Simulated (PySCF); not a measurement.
Bond stretch in LiNa, singlet.

Levels: RHF/LANL2DZ = restricted Hartree-Fock/LANL2DZ, with its core potentials past Ne in PySCF; RKS-LDA (SVWN5)/6-31G* = PySCF with restricted LDA (SVWN5)/6-31G*, spherical d; UKS-B3LYP/6-31G* = unrestricted B3LYP/6-31G*, spherical d (PySCF 2.14.0); UCCSD(T) = PySCF with CCSD(T) on UHF/cc-pVTZ, 1 core orbital frozen.

Energies relative to the lowest point of each curve near equilibrium, in kcal/mol; the last columns give the difference from UCCSD(T):

```
R / Å  RHF/LANL2DZ  RKS-LDA (SVWN5)/6-31G*  UKS-B3LYP/6-31G*  UCCSD(T)  RHF/LANL2DZ − UCCSD(T)  RKS-LDA (SVWN5)/6-31G* − UCCSD(T)  UKS-B3LYP/6-31G* − UCCSD(T)
-----  -----------  ----------------------  ----------------  --------  ----------------------  ---------------------------------  ---------------------------
2.33          10.8                     5.7               6.4       6.4                     4.4                               -0.7                          0.0
2.49           6.1                     2.6               2.9       3.0                     3.1                               -0.4                         -0.1
2.64           3.1                     0.9               1.0       1.1                     2.0                               -0.2                         -0.1
2.75           1.6                     0.2               0.3       0.3                     1.3                               -0.1                         -0.1
2.82           1.0                     0.0               0.0       0.1                     0.9                               -0.1                          0.0
2.93           0.3                     0.0               0.0       0.0                     0.3                                0.0                          0.0
3.01           0.0                     0.2               0.2       0.2                    -0.1                                0.0                          0.0
3.08           0.0                     0.5               0.5       0.4                    -0.4                                0.1                          0.1
3.25           0.4                     1.6               1.5       1.4                    -1.0                                0.2                          0.1
3.37           1.0                     2.5               2.5       2.4                    -1.3                                0.2                          0.1
3.61           2.9                     4.9               4.8       4.6                    -1.7                                0.2                          0.2
3.91           6.1                     8.1               8.1       7.8                    -1.7                                0.3                          0.3
4.39          11.8                    13.1              12.4      12.4                    -0.6                                0.7                          0.0
4.87          17.6                    17.6              15.1      16.0                     1.6                                1.7                         -0.9
5.33          22.8                    21.2              16.6      18.2                     4.6                                3.0                         -1.6
5.86          28.1                    24.4              17.6      19.6                     8.5                                4.8                         -2.0
6.39          32.7                    26.8              18.0      20.2                    12.5                                6.6                         -2.1
7.17          38.2                    29.1              18.3      20.5                    17.7                                8.6                         -2.2
7.92          42.3                    30.4              18.4      20.7                    21.7                                9.8                         -2.2
8.84          46.2                    31.3              18.5      20.7                    25.4                               10.6                         -2.2
```

RHF/LANL2DZ is furthest from UCCSD(T) at 8.84 (25.4 kcal/mol, above); its mean absolute difference over the points is 5.5 kcal/mol.

RKS-LDA (SVWN5)/6-31G* is furthest from UCCSD(T) at 8.84 (10.6 kcal/mol, above); its mean absolute difference over the points is 2.4 kcal/mol.

UKS-B3LYP/6-31G* is furthest from UCCSD(T) at 8.84 (-2.2 kcal/mol, below); its mean absolute difference over the points is 0.7 kcal/mol.

The restricted form behind RHF/LANL2DZ, RKS-LDA (SVWN5)/6-31G* keeps the bonding electrons paired and can't separate into open-shell fragments. The unrestricted determinant behind UKS-B3LYP/6-31G* is spin-contaminated at 4.39 to 8.84 Å (<S²> up to 1.0, against 0.00 for a pure singlet). The unrestricted determinant behind UCCSD(T) is spin-contaminated at 2.33 to 8.84 Å (<S²> up to 1.0, against 0.00 for a pure singlet).
